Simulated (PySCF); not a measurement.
**Nuclear repulsion and electron count by hand**

System: Cl$_{2}$ (SMILES ClCl), singlet, at a GFN2-xTB geometry. Level: B97M-V/STO-3G (PySCF). Sums are taken with unrounded values, so a last digit can differ.

Coordinates (Å):

```
atom        x        y         z
----  -------  -------  --------
Cl1   0.00000  0.00000  -1.00843
Cl2   0.00000  0.00000   1.00843
```

Q: Work out the nuclear repulsion energy and the numbers of alpha and beta electrons.

A: In atomic units each pair adds Z_i Z_j / r_ij, with r in bohr (1 bohr = 0.529177 Å).
| pair | r (Å) | r (bohr) | Z_i Z_j | term (Eh) |
|---|---|---|---|---|
| Cl1-Cl2 | 2.0169 | 3.8113 | 289 | 75.8272 |
The sum is 75.8272 Eh; PySCF gives 75.8272 Eh. The atomic numbers add up to 34, so at charge +0 there are 34 electrons; multiplicity 1 means 0 unpaired, so 17 alpha and 17 beta.
